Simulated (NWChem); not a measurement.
Molecule: C2H5BrSi; SMILES [SiH3]/C=C\Br

```xyz
9

Si    -0.5568    -2.1083     0.0000
C      1.0945    -1.2116     0.0000
C      1.2649     0.1114     0.0000
Br    -0.1622     1.3421     0.0000
H     -1.3507    -1.7597     1.2161
H     -0.2849    -3.5770     0.0000
H     -1.3507    -1.7597    -1.2161
H      2.0204    -1.8011     0.0000
H      2.2374     0.6116     0.0000
```
Atoms are numbered in this order, from 1.

All runs: NWChem. All runs use the structure optimised with PBE0/def2-SVP. Level: PBE0/def2-SVP with SMD (1 M gas to 1 M solution), gas-phase geometry. Reactions with the solvent are ignored.

Predict the results for solvent n-hexane. Quantities: solvation free energy (kcal/mol); cavity-dispersion-structure term (kcal/mol); dipole in solution (D).

The solvation free energy (kcal/mol) is -2.8, the cavity-dispersion-structure term (kcal/mol) is -2.0 and the dipole in solution (D) is 1.48.
